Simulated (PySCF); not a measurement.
**One change at a time: excitation energies**

Method: TDDFT wB97X-D/def2-SVPD, vertical, gas phase, core orbitals frozen in the response in PySCF. Geometries: PBE0-D3(BJ)/def2-SVP; one conformer of each isolated species. Triplets are in the Tamm–Dancoff approximation. 'Strongest' means the level of largest summed f among the lowest 10 singlets; it needn't be the same kind of state in each.

Parent: `CCN1CCC=N1`, with lowest singlet excitation energy 5.32 eV, energy of the strongest computed level 5.32 eV, HOMO energy -7.59 eV, mean static polarisability 74.7 au, LUMO energy 2.09 eV. Its spectrum: 233 nm (f 0.161); 207 nm (f 0.006); 196 nm (f 0.003); 185 nm (f 0.001); 178 nm (f 0.012).

(1) Give the shifts from the parent for: C2H5 replaced by nPr (`CCCN1CCC=N1`); C2H5 replaced by SiHMe2 (`C[SiH](C)N1CCC=N1`); H replaced by vinyl (`C=C[C@H]1C=NN(CC)C1`).

Results:

(1) 

```tsv
change	SMILES	Δ S1 (eV)	Δ strongest (eV)	Δ HOMO (eV)	Δ α (au)	Δ LUMO (eV)
C2H5 replaced by nPr	CCCN1CCC=N1	+0.08	+0.08	-0.11	+13.5	-0.04
C2H5 replaced by SiHMe2	C[SiH](C)N1CCC=N1	+0.04	+0.04	-0.08	+25.6	-0.05
H replaced by vinyl	C=C[C@H]1C=NN(CC)C1	-0.32	+1.83	-0.12	+25.7	-0.63
```

S1 falls most with H replaced by vinyl (-0.32 eV), and it rises most with C2H5 replaced by nPr (+0.08 eV). S1 is simply the lowest singlet of each species and needn't be the same kind of state throughout.

Lowest levels of each derivative:
- `CCCN1CCC=N1`: 5.40 eV (f 0.181); 6.13 eV (f 0.015); 6.31 eV (f 0.003)
- `C[SiH](C)N1CCC=N1`: 5.36 eV (f 0.209); 5.93 eV (f 0.007); 6.32 eV (f 0.004)
- `C=C[C@H]1C=NN(CC)C1`: 5.00 eV (f 0.139); 6.07 eV (f 0.013); 6.08 eV (f 0.024)
